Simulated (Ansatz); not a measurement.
Relaxation of AsH₄In (6 atoms, charge 0, multiplicity 1), to a largest force component of 0.015 eV/Å in at most 40 steps.

Computed with RKS PBE-D4/def2-SVP (Ansatz 0.2.0).

```xyz
6
Properties=species:S:1:pos:R:3
As 0.543 -1.573 0.382
In 0.216 0.976 -0.023
H -0.841 -1.591 0.992
H -0.076 -1.806 -0.976
H 0.488 1.830 -1.543
H -0.329 2.164 1.168
```

Task: Where does it end, and by what steps?

Result: The run converged. After 4 steps the energy has fallen by 0.088 eV; H6 moved furthest, 0.14 Å.

| step | energy less start (eV) | largest force component (eV/Å) | accepted |
| --- | --- | --- | --- |
| 0 | 0.0000 | 0.658 | yes |
| 1 | -0.0689 | 0.302 | yes |
| 2 | -0.0866 | 0.037 | yes |
| 3 | -0.0872 | 0.022 | yes |
| 4 | -0.0877 | 0.013 | yes |

```xyz
6
Properties=species:S:1:pos:R:3
As 0.534 -1.499 0.357
In 0.173 1.074 -0.056
H -0.835 -1.587 1.060
H -0.083 -1.824 -1.017
H 0.567 1.755 -1.619
H -0.357 2.081 1.274
```

Time of the run: 27 s on 1 CPU thread of a shared host.
